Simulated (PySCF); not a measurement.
# Ionisation energy of Ag⁺ by level of theory

Ag⁺ [Kr] 4d10 (1S) → Ag²⁺ [Kr] 4d9 (2D), as a difference of total energies. All numbers are calculated (PySCF 2.14, scalar relativity through the core potential, in cc-pVTZ-PP with ECP28MDF (5s5p4d2f1g, 63 functions)). Correlated levels: valence: 4s2 4p6 frozen. The calculations carry no spin-orbit coupling.

```csv
method,ionisation energy (eV)
UHF,19.675
BP86,21.839
MN15,21.847
MP2 (valence),21.677
SCS-MP2 (valence),21.465
```

Q: How much does correlation contribute at MP2 (valence)?

A: 21.677 − (19.675) = 2.002 eV, measured against UHF.

The reference lies between the lowest fine-structure levels, while these numbers refer to the centres of the terms.

Errors of the correlated levels include the incompleteness of this basis and the frozen core.

For comparison: 21.484 eV (measured; NIST Atomic Spectra Database, ionization energies).
